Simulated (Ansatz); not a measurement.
Cartesian coordinates (Å):
```xyz
12

C      1.9480    -0.8245    -0.4899
C      1.2374    -0.1864     0.4470
Ge    -0.6313     0.1991     0.1912
O     -1.7001    -0.6347     1.3354
O     -1.0084    -0.3155    -1.4705
O     -1.0835     1.9071     0.4415
H      3.0129    -1.0458    -0.3551
H      1.4877    -1.1522    -1.4273
H      1.7097     0.1342     1.3823
H     -2.3194    -0.0109     1.7398
H     -1.9368    -0.5673    -1.5644
H     -0.7163     2.4969    -0.2301
```
Charge 0, spin multiplicity 1.

Problem. What is the computed HOMO–LUMO gap, total energy, dipole moment, LUMO and hole reorganisation energy (four-point) (PBE-D3(BJ)/def2-TZVP // B3LYP-D3(BJ)/def2-SVP (Ansatz, a program for electronic structure))?

Solution. 
* **HOMO–LUMO gap**: 5.16 eV
* **total energy**: -2382.0455 Ha
* **dipole moment**: 1.05 D
* **LUMO**: -1.74 eV
* **hole reorganisation energy (four-point)**: 1.288 eV
